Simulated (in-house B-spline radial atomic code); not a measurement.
Computed with a B-spline radial atomic code. Model: two electrons, singlet ground state, non-relativistic, full CI in B-splines with partial waves to l = 8 (at full coupling up to 3e-4 hartree above the limit, correlation up to 0.6 % small), density held at that of full coupling by Lieb maximisation.

W(λ) is the mean repulsion in the state of coupling λ less the Hartree energy of the fixed density. Its start is exact exchange, its initial slope is twice the second-order Görling-Levy correlation energy, and its area from 0 to 1 is E_xc. A straight curve means weak, dynamic correlation, and a curve that drops fast and flattens means strong correlation.

Command:
```bash
python run_ac.py task.json out
```
Settings (lengths in bohr, energies in hartree):
```
potential              coulomb
strength               2.59
lmax                   8
wall_radius            0.487
```

Time taken, with all properties: 3.6 s on 1 thread of Intel(R) Xeon(R) Processor @ 2.30GHz, on a shared host.

**W = mean repulsion less Hartree energy, and W of three functionals.**

Given: confinement point charge; nuclear charge 2.59; hard wall radius 0.487 bohr; external potential -Z/r.

Computed: PBE exchange minus exact 178.23 millihartree; SCAN exchange minus exact -2.1564 millihartree.

```
coupling  W xc (hartree)  W xc minus exchange (millihartree)  kinetic minus Kohn-Sham (millihartree)  LDA (PW92) W minus its exchange (millihartree)  PBE W minus its exchange (millihartree)  SCAN W minus its exchange (millihartree)
       0         -3.9597                                   0                                       0                                               0                                        0                                         0
    0.02         -3.9618                              -2.029                                       0                                          -15.38                                    -3.13                                     -1.95
    0.05         -3.9648                              -5.063                                     0.1                                          -32.84                                    -7.81                                     -4.84
    0.12         -3.9718                             -12.098                                     0.7                                          -66.14                                   -18.64                                     -11.5
    0.25         -3.9847                             -25.001                                     3.1                                         -116.25                                   -38.35                                    -23.63
     0.4         -3.9994                             -39.633                                     7.9                                         -164.58                                   -60.37                                    -37.28
     0.6         -4.0185                             -58.726                                    17.4                                            -220                                   -88.59                                    -55.01
     0.8               ?                                   ?                                       ?                                               ?                                        ?                                         ?
       1         -4.0553                             -95.534                                    46.8                                         -312.57                                  -141.47                                    -89.02
     1.4         -4.0903                              -130.6                                    88.8                                         -390.09                                  -190.24                                   -121.35
       2         -4.1399                             -180.15                                   172.9                                         -488.71                                  -257.05                                   -167.09
       3         -4.2151                             -255.38                                   360.2                                         -623.17                                  -355.03                                   -237.02
     4.5               ?                                   ?                                       ?                                               ?                                        ?                                         ?
       7         -4.4459                             -486.16                                    1482                                         -981.51                                  -643.23                                   -459.07
      10         -4.5684                             -608.61                                  2514.5                                         -1158.4                                  -795.48                                   -583.78
```

(1) What belongs in the row 0.8?

(2) What belongs in the row 4.5?

(3) What is the LDA exchange minus exact?

**Energy parts, natural occupations and partial-wave weights.**

Computed: total energy 17.9131 hartree; exchange energy -3.9597 hartree; kinetic part of the DFT correlation energy 0.046776 hartree; initial slope twice GL2 -0.10157 hartree; kinetic part over minus potential part 0.48963; Hartree energy 7.9195 hartree; Lieb Oxford ratio E_xc over LDA exchange 1.18.

```tsv
natural	occupation of the shell (electrons)
s	1.9986
p	0.0012179
s	6.7034e-05
d	6.3558e-05
p	?
f	8.8167e-06
```

(4) What belongs in the row p?

```csv
wave,weight
s,0.99935
p,0.00061469
d,3.3086e-05
f,?
g,1.1266e-06
```

(5) What belongs in the row f?

(6) What is the correlation energy?

(7) What is the Kohn-Sham kinetic?

Results:

(1) W xc (hartree): -4.0371; W xc minus exchange (millihartree): -77.355; kinetic minus Kohn-Sham (millihartree): 30.4; LDA (PW92) W minus its exchange (millihartree): -268.68; PBE W minus its exchange (millihartree): -115.59; SCAN W minus its exchange (millihartree): -72.24.

(2) W xc (hartree): -4.3132; W xc minus exchange (millihartree): -353.49; kinetic minus Kohn-Sham (millihartree): 726.1; LDA (PW92) W minus its exchange (millihartree): -782.16; PBE W minus its exchange (millihartree): -478.83; SCAN W minus its exchange (millihartree): -329.71.

(3) 562.57 millihartree.

(4) occupation of the shell (electrons): 1.0852e-05.

(5) weight: 4.7776e-06.

(6) -0.048758 hartree.

(7) 43.196 hartree.

Half-way to full coupling W has made 51 % of its drop, against 50 % for a straight line, and second-order (GL2) theory, half the initial slope, overshoots the correlation energy by about 4 %: correlation is weak here. Over couplings 0 to 1 the errors in E_xc come to about +429 millihartree for LDA, +154 millihartree for PBE, +0.9 millihartree for SCAN, so SCAN is nearest. In LDA and PBE and SCAN the errors of exchange and correlation have opposite signs, so the sum is smaller than the larger of the two.
